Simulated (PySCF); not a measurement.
Species: C5H11FO.
SMILES with atom numbers: `[CH3:1][CH2:2][CH2:3][O:4][C@H:5]([CH3:6])[F:7]` (hydrogens: H8, H9, H10 on C1; H11, H12 on C2; H13, H14 on C3; H15 on C5; H16, H17, H18 on C6)

The geometry is computed with GFN2-xTB (gas phase).

(1) What internal coordinates does the optimisation give?

Answers

(1) 
| bond | length (Å) |
| --- | --- |
| C1–C2 | 1.523 |
| C2–C3 | 1.529 |
| C3–O4 | 1.421 |
| O4–C5 | 1.368 |
| C5–C6 | 1.518 |
| C5–F7 | 1.396 |
| C1–H8, C1–H9, C1–H10 | 1.087 |
| C2–H11 | 1.091 |
| C2–H12 | 1.091 |
| C3–H13 | 1.093 |
| C3–H14 | 1.100 |
| C5–H15 | 1.107 |
| C6–H16, C6–H17, C6–H18 | 1.086 |

Bonds in one row agree within 0.01 Å and their mean is given. A selection of angles:
| angle | degrees |
| --- | --- |
| C2–C1–H8 | 110.2 |
| C2–C1–H9 | 110.7 |
| H8–C1–H9 | 108.4 |
| H8–C1–H10 | 108.5 |
| C1–C2–C3 | 111.0 |
| C1–C2–H11 | 110.1 |
| C1–C2–H12 | 109.8 |
| C3–C2–H11 | 108.5 |
| C3–C2–H12 | 109.7 |
| H11–C2–H12 | 107.7 |
| C2–C3–O4 | 114.0 |
| C2–C3–H13 | 110.0 |
| C2–C3–H14 | 110.2 |
| O4–C3–H13 | 104.3 |
| O4–C3–H14 | 109.5 |
| H13–C3–H14 | 108.7 |
| C3–O4–C5 | 117.0 |
| O4–C5–C6 | 109.8 |
| O4–C5–F7 | 110.5 |
| O4–C5–H15 | 112.1 |
| C6–C5–F7 | 108.1 |
| C6–C5–H15 | 112.1 |
| F7–C5–H15 | 104.2 |
| C5–C6–H16 | 108.9 |
| H16–C6–H17 | 109.3 |

Dihedral angles: C1–C2–C3–O4 -172° (antiperiplanar); C2–C3–O4–C5 -77° (synclinal); C3–O4–C5–C6 -165° (antiperiplanar).

The 2 C–O bonds span 1.368 Å (O4–C5, drawn single) to 1.421 Å (C3–O4, drawn single), a spread of 0.053 Å. O4 (ether oxygen) is bent (angle 117.0°). Of the pairs four or more bonds apart, F7···H12 is among the closest relative to their van der Waals radii: 2.44 Å, 92 % of the sum of Bondi's values.

Point group: C1 (no symmetry element, even within 0.4 Å). No frequency check. One conformer, not necessarily the lowest.
